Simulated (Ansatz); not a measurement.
`O=C=NB(F)F` + HCl → `FB(F)Cl` + `N=C=O`  (ligand exchange at a B–N bond)

Calculated with Ansatz (gas phase, PBE0-D4/def2-TZVP geometries, no zero-point term in ΔE). CCSD(T)/CBS adds triple-zeta CCSD(T) − MP2 to the extrapolated MP2 energy (def2 sets, frozen cores). This one scheme is used for every species. DFT in def2-TZVPP. Each species was taken in one conformer, which may not be the lowest.

`O=C=NB(F)F`:

```xyz
6

O     2.359   -0.836   -0.686
C     1.290   -0.413   -0.559
N     0.179    0.049   -0.523
B    -0.922    0.313    0.324
F    -1.999    0.888   -0.162
F    -0.907   -0.002    1.605
```

HCl:

```xyz
2

Cl    0.212   -0.107   -0.594
H    -0.212    0.107    0.594
```

`FB(F)Cl`:

```xyz
4

F     1.319   -0.353    0.024
B     0.035   -0.094   -0.022
F    -0.795   -1.051   -0.355
Cl   -0.558    1.498    0.353
```

`N=C=O`:

Cartesian coordinates in Å:
```
N -0.037 -0.762 0.060
C -0.192 0.434 0.129
O -0.449 1.555 0.281
H 0.678 -1.227 -0.470
```

```csv
level,ΔE (kJ/mol)
r2SCAN0-D4,21.4
CCSD/def2-TZVPP,24.0
```

(1) What does CCSD(T)/CBS give? (Best estimate.)

Largest T1 diagnostic among the species: 0.018.

Answers

(1) The calculation gave: +20.9 kJ/mol. The listed levels differ from it by 0.5, 3.1 kJ/mol.

In def2-TZVPP, CCSD(T) changes the Hartree–Fock value by −9.9 kJ/mol (the triples alone add −2.2 kJ/mol) and MP2 by −11.3 kJ/mol. From BLYP to BHLYP (50 % exact exchange), in def2-TZVPP and without D4, ΔE moves by +7.5 kJ/mol.
